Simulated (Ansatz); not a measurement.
This geometry of C2H2ClSi (6 atoms, charge 1, multiplicity 1) is a first-order saddle point.

All numbers below come from RKS B3LYP-D4/def2-SVP in Ansatz 0.2.0.

```xyz
6
Properties=species:S:1:pos:R:3
C -0.280 1.314 0.015
C 0.004 0.012 -0.001
Si 0.339 -1.577 -0.020
Cl 0.742 -3.499 -0.038
H -0.573 1.827 0.944
H -0.231 1.924 -0.900
```

(1) Which two structures does it join? (They come from a converged band through this point; their orientation in space is the band's.)

(2) How far does it lie above each of them?

Results:

(1) No bond is made or broken.  The two ends are copies of one structure, up to a mirror image or an exchange of like atoms.

Image 0:

```xyz
6
Properties=species:S:1:pos:R:3
C -0.237 1.229 -0.034
C 0.035 -0.042 -0.069
Si 0.066 -1.700 0.727
Cl 0.831 -3.080 -0.530
H -0.677 1.750 0.834
H -0.018 1.843 -0.928
```

Image 6:

```xyz
6
Properties=species:S:1:pos:R:3
C -0.272 1.221 0.062
C -0.018 -0.055 0.075
Si 0.613 -1.568 -0.760
Cl 0.467 -3.169 0.459
H -0.715 1.687 0.963
H -0.075 1.884 -0.799
```

(2) 22.0 kcal/mol above the first and 22.0 kcal/mol above the second. This is the barrier of this one path; another mechanism may lie lower.

Run time: 4.5 min on 1 thread of Arm Neoverse V1 (shared host), peak memory 0.14 GiB.
